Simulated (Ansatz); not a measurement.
Reaction (substitution at a C–O bond): `C[O][Mg][F]` + `Cl[SiH2][SeH]` → `C[Se][SiH2]Cl` + `[OH][Mg][F]`

Gas-phase electronic energies from Ansatz, PBE0-D4/def2-TZVP geometries. CCSD(T)/CBS adds triple-zeta CCSD(T) − MP2 to the extrapolated MP2 energy (def2 sets, frozen cores). Functionals use def2-TZVPP. For Mg, Se outer-core shells are correlated without core-valence functions, which leaves a few kJ/mol of doubt a bond. Scalar relativity is left out up to krypton. One conformer a species, not always the lowest.

Is it downhill or uphill in electronic energy at CCSD(T)/CBS, and by how much? (An estimate is asked.)

Computed: Downhill: ΔE = -62.0 kJ/mol.

What do these levels give: PBE-D4, r2SCANh-D4, CAM-B3LYP-D4, PBE-QIDH, PBE, SCS-MP2/def2-QZVPP? (An estimate is asked.)

Ansatz gave: PBE-D4 -59.8, r2SCANh-D4 -58.2, CAM-B3LYP-D4 -51.9, PBE-QIDH -59.9, PBE -56.1, SCS-MP2/def2-QZVPP -62.5 kJ/mol.

Largest T1 diagnostic among the species: 0.012.

In def2-TZVPP, CCSD(T) changes the Hartree–Fock value by −18.5 kJ/mol (the triples alone add −3.0 kJ/mol) and MP2 by −27.4 kJ/mol. The D4 term adds −6.0 kJ/mol with B3LYP and −3.4 kJ/mol with PBE0; it sums over pairs of atoms, weighted by their polarisabilities, and B3LYP, whose exchange is more repulsive, gets the larger term.

B3LYP here is the variant with VWN-RPA as its local correlation; programs differ in this.
